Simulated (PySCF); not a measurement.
From one molecule to another.

First species: C4H5F4PSi.
SMILES: `FC(=C=PC[SiH3])C(F)(F)F`

Second species: C4H6F3NO.
SMILES: `[H]/N=C(\CF)COC(F)F`

Levels: PBE0/pcSseg-1 for dipole moment, HOMO energy, LUMO energy and HOMO–LUMO gap; GFN2-xTB for rotational constant A and rotational constant C. Geometries: GFN2-xTB. Each species is one conformer at its optimised geometry, gas phase, non-relativistic unless stated; the electronic structure was computed with PySCF and density fitting.

The conformers computed, where there is a choice (atom-mapped SMILES and torsion angles):
- `[F:1][C:2](=[C:3]=[P:4][CH2:5][SiH3:6])[C:7]([F:8])([F:9])[F:10]`: C3–P4–C5–Si6 57°, F1–C2–C7–F8 -60°
- `[H]/[N:1]=[C:2](\[CH2:3][F:4])[CH2:5][O:6][CH:7]([F:8])[F:9]`: N1–C2–C3–F4 8°, N1–C2–C5–O6 130°, C2–C5–O6–C7 -72°, C5–O6–C7–F8 85°

Problem. Which of the two has the higher LUMO energy, and by how much?

Solution. The second: -0.66 eV against -2.60 eV, a difference of 1.94 eV.

Problem. Which of the two has the higher rotational constant A, and by how much?

Solution. The second: 3.003 GHz against 1.409 GHz, a difference of 1.594 GHz.

Problem. Which of the two has the higher rotational constant C, and by how much?

Solution. The second: 0.823 GHz against 0.505 GHz, a difference of 0.318 GHz.

Problem. Which has the higher HOMO–LUMO gap?

Solution. The second: 7.31 eV against 5.22 eV, a difference of 2.09 eV.

Problem. Which has the higher HOMO energy?

Solution. The first: -7.82 eV against -7.97 eV, a difference of 0.15 eV.

Problem. Which of the two has the higher dipole moment, and by how much?

Solution. The first: 3.33 D against 1.77 D, a difference of 1.56 D.

On the first: The dipole equals about 11.1 × 10⁻³⁰ C·m (1 D = 3.33564 × 10⁻³⁰ C·m). A dipole of 3.33 D is allowed in C1, and pure rotational transitions are dipole-allowed.

On the second: In atomic units the dipole is 0.70 e·bohr (1 au = 2.5417 D).
